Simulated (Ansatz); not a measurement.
Z-matrix (Å, degrees):
```
Ti
Cl 1 2.160
I 1 2.528 2 109.8
I 1 2.528 2 109.8 3 120.0
I 1 2.528 2 109.8 3 -120.0
```

Total charge 0; spin multiplicity 1. I: def2 effective core potential.

Q: List the PBE0/def2-TZVPP orbital energies in eV (Ansatz). (Best estimate.)

A: The calculation gave: Occupied: -4876.87, -2767.94, -547.02, -456.70, -456.68, -456.68, -259.79, -198.01, -197.97, -197.97, -188.20, -188.20, -188.20, -134.01, -134.01, -134.01, -133.95, -133.95, -133.95, -133.94, -133.94, -133.94, -68.19, -53.14, -53.14, -53.14, -53.11, -53.11, -53.10, -53.10, -53.10, -53.10, -53.04, -53.04, -53.04, -53.04, -53.04, -53.04, -43.63, -43.53, -43.53, -23.07, -19.78, -19.54, -19.54, -11.23, -10.31, -10.31, -9.94, -9.39, -9.39, -8.95, -8.95, -8.82, -8.06, -8.06, -7.79. Lowest empty: -3.66, -3.66, -3.17, -3.17, -3.05, 0.14, 1.70, 1.70.
